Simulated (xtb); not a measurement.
Si(H)(Cl)(Br)(NH2) (BrClH3NSi), SMILES N[SiH](Cl)Br. All values are semi-empirical tight-binding results from xtb (GFN2-xTB unless named), good for trends rather than for accurate numbers. Geometry optimised at GFN2-xTB. This is a generated structure with no PubChem entry under its InChIKey; it may be hypothetical. The values are those of a single conformer.

Optimised geometry:

```xyz
7

Si     0.2762    -0.5912     0.5688
N      1.8883    -0.8187     0.0539
Cl    -0.8595    -1.9996    -0.3068
Br    -0.2105     1.4394    -0.1520
H      0.0052    -0.5552     1.9957
H      2.3103    -1.7312     0.0504
H      2.5783    -0.0928     0.1502
```
Charge 0, spin multiplicity 1.

orbital gap: 6.31 eV
zero-point energy: 22.9 kcal/mol
G − E(el) at 298.15 K (modified RRHO): 3.0 kcal/mol
static polarisability (D4 model): 73.5 bohr³
solvation energy, GFN2-xTB/ALPB(water): -4.0 kcal/mol
solvation energy, GFN2-xTB/ALPB(ch2cl2): -5.0 kcal/mol

### Question
Give the atomic charges and the Wiberg bond orders between heavy atoms. (The exact figures need the calculation; the answer reports its results.)

### Answer
charges (e) Si1 0.54, N2 -0.38, Cl3 -0.26, Br4 -0.19, H5 -0.05, H6 0.16, H7 0.17. Bond orders Si1–N2 1.20, Si1–Cl3 1.06, Si1–Br4 1.08.
